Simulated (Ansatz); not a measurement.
C4H12Sn, SMILES `C[C](C)(C)[SnH3]`, 17 atoms. The species carries charge 0 and has multiplicity 1. Correlated methods include outer-core shells of Sn, which these sets cover unevenly. Sn: def2 effective core potential. All runs use 4 threads of an Arm Neoverse N1 on a shared host. Correlated methods freeze the cores.

Q: Give the basis size and wall time and peak host memory of each of these runs in Ansatz. direct RPA on PBE orbitals/def2-TZVPP energy; RKS B3LYP-D4/def2-TZVPP energy and forces; RKS PBE-QIDH (frozen core)/def2-TZVPP energy; RKS ωB97M-V/def2-QZVPP energy; RKS revPBE-D4/def2-TZVPP energy; RKS ωB97M-V/def2-SVP energy; RKS PBE0-D4/def2-SVP energy; RKS PBE0-D4/def2-QZVPP energy; RHF-CCSD(T)/def2-SVP energy; RKS HSE06 (plane-wave form)-D4/def2-TZVPP energy; RHF-MP2/def2-TZVPP energy; RHF-MP2/def2-QZVPP energy. (Estimate.)

A: The calculation gave: Other jobs shared the machine, so times are rough.

| level | job | functions | wall time | peak host memory (GiB) |
| --- | --- | --- | --- | --- |
| RKS PBE0-D4/def2-SVP | energy | 142 | 3.3 s | 0.39 |
| RKS revPBE-D4/def2-TZVPP | energy | 342 | 7 s | 0.55 |
| RKS HSE06 (plane-wave form)-D4/def2-TZVPP | energy | 342 | 12 s | 1.2 |
| RKS ωB97M-V/def2-SVP | energy | 142 | 14 s | 0.54 |
| RHF-MP2/def2-TZVPP | energy | 342 | 15 s | 1.3 |
| RKS B3LYP-D4/def2-TZVPP | energy and forces | 342 | 18 s | 1.4 |
| RKS PBE-QIDH (frozen core)/def2-TZVPP | energy | 342 | 22 s | 1.4 |
| direct RPA on PBE orbitals/def2-TZVPP | energy | 342 | 23 s | 1.3 |
| RKS PBE0-D4/def2-QZVPP | energy | 670 | 33 s | 3.1 |
| RHF-CCSD(T)/def2-SVP | energy | 142 | 51 s | 1.3 |
| RKS ωB97M-V/def2-QZVPP | energy | 670 | 71 s | 3.8 |
| RHF-MP2/def2-QZVPP | energy | 670 | 110 s | 7.4 |

B3LYP here is the variant with VWN-RPA as its local correlation; programs differ in this.
